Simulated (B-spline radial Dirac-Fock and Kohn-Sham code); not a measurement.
# Dipole and non-dipole photoemission parameters of Sr²⁺ 4p3/2

System: strontium as Sr²⁺ in the configuration [Ar] 3d10 4s2 4p6; threshold 41.33 eV (orbital energy of the model). These are calculated numbers from a radial finite-basis atomic code; the model is Dirac-Hartree-Slater photoionisation with a Latter tail; cross sections with all multipoles, angular parameters from the dipole term and its interference with E2.

For linearly polarised light dσ/dΩ = σ/(4π) [1 + β P₂(cos θ) + (δ + γ cos²θ) sin θ cos φ], with θ from the polarisation vector and φ the angle between the beam and the projection of the electron momentum on the plane normal to the polarisation.

| hν (eV) | σ (kb) | β | γ | δ |
| --- | --- | --- | --- | --- |
| 60.6 | 518 | 0.598 | 0.331 | -0.036 |
| 62.5 | 465 | 0.425 | 0.328 | -0.037 |
| 100 | 236 | -0.029 | -0.054 | 0.023 |
| 152 | 196 | 0.782 | 0.099 | 0.024 |
| 161 | 188 | 0.869 | 0.119 | 0.022 |
| 173 | 177 | 0.966 | 0.141 | 0.019 |
| 241 | 127 | 1.292 | 0.169 | 0.007 |
| 245 | 125 | 1.304 | 0.169 | 0.006 |
| 300 | 99.8 | 1.436 | 0.135 | 0.002 |
| 341 | 85.6 | 1.501 | 0.106 | 0.001 |
| 392 | 71.3 | 1.557 | 0.072 | 0.000 |
| 432 | ? | ? | ? | ? |
| 600 | 37.8 | 1.656 | -0.012 | 0.000 |
| 638 | 34.2 | 1.664 | -0.018 | 0.000 |
| 900 | 18.8 | 1.683 | -0.012 | 0.002 |
| 1253.6 | 9.94 | 1.668 | 0.065 | 0.004 |
| 1590 | 6.04 | 1.641 | 0.163 | 0.006 |
| 1660 | 5.50 | 1.635 | 0.184 | 0.007 |
| 1870 | 4.22 | 1.615 | 0.248 | 0.009 |
| 2000 | 3.62 | 1.603 | 0.287 | 0.010 |
| 2280 | 2.67 | 1.576 | 0.369 | 0.013 |
| 2640 | 1.87 | 1.542 | 0.468 | 0.017 |
| 4000 | 0.649 | 1.424 | 0.787 | 0.035 |
| 5890 | 0.224 | 1.286 | 1.107 | 0.064 |
| 7140 | 0.128 | 1.209 | 1.265 | 0.084 |
| 7210 | 0.125 | 1.205 | 1.273 | 0.085 |
| 8047.8 | 0.0900 | 1.158 | 1.362 | 0.098 |
| 8550 | 0.0750 | 1.131 | 1.410 | 0.106 |
| 8690 | 0.0715 | 1.124 | 1.423 | 0.109 |
| 9251.7 | 0.0591 | 1.096 | 1.472 | 0.118 |

Question: Give the values at 432 eV.

Answer: σ = 62.3 kb, β = 1.587, γ = 0.048, δ = -0.001.
